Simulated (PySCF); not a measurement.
CH₄AlIO. Atoms are numbered in the order given.

```xyz
8

Al     0.0974    -1.3758     0.0000
I     -0.0469     1.1238     0.0000
C     -1.4937    -2.4948     0.0000
H     -2.1205    -2.2886     0.8920
H     -1.2196    -3.5687     0.0000
H     -2.1205    -2.2886    -0.8920
O      1.6455    -2.1179     0.0000
H      2.4767    -1.6168     0.0000
```
Charge 0, spin multiplicity 1.

The structure is a stationary point at PBE-D3(BJ)/def2-SVP. The structure was generated by enumeration; whether it is a known compound was not checked. The def2 effective core potentials stand for the cores of I; spin–orbit coupling is left out. One conformer was computed; it need not be the lowest.

The numbers are results of PySCF with B3LYP/def2-TZVP, not measurements.

ESP charges are fitted to the potential on shells at 1.4 to 2.0 van der Waals radii. Atomic charges (e):

```tsv
atom	ESP fit	Mulliken	Löwdin
Al1	0.73	0.60	-0.21
I2	-0.27	-0.25	0.21
C3	-0.35	-0.54	-0.48
H4	0.06	0.13	0.14
H5	0.10	0.14	0.14
H6	0.06	0.13	0.14
O7	-0.70	-0.54	-0.14
H8	0.37	0.31	0.19
```
